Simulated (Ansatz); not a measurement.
Reaction (ligand exchange at the In–N bond): `C[NH][In]([CH3])[F]` + HCl → `[CH3][In]([F])[Cl]` + CH₃NH₂

Program: Ansatz. Geometries: PBE0-D4/def2-TZVP. ΔE: electronic, gas phase. CBS: MP2 limit from def2 TZ/QZ plus the TZ coupled-cluster correction, frozen cores. This one scheme is used for every species. Functionals use def2-TZVPP. B3LYP here is the variant with VWN-RPA as its local correlation; programs differ in this. def2 core potentials past Kr. For In outer-core shells are correlated without core-valence functions, which leaves a few kJ/mol of doubt a bond. One conformer a species, not always the lowest.

CCSD(T)/CBS gives -105.1 kJ/mol.

Problem. Another level gave -116.6 kJ/mol. Which?
A. B3LYP-D4/def2-TZVPP
B. BLYP-D4/def2-TZVPP
C. B97M-V/def2-TZVPP
D. B3LYP/def2-TZVPP

Solution. D. B3LYP -116.6, B3LYP-D4 -112.5, BLYP-D4 -107.5, B97M-V -121.2 kJ/mol.

Largest T1 diagnostic among the species: 0.014.

Leaving LDA and LC-ωPBE aside and taking each functional with its dispersion term where it has one, the values spread over 13.7 kJ/mol, from B97M-V to BLYP-D4. LDA lies +12.6 kJ/mol from PBE without D4. The D4 term adds +4.1 kJ/mol with B3LYP and +2.4 kJ/mol with PBE0; it sums over pairs of atoms, weighted by their polarisabilities, and B3LYP, whose exchange is more repulsive, gets the larger term.
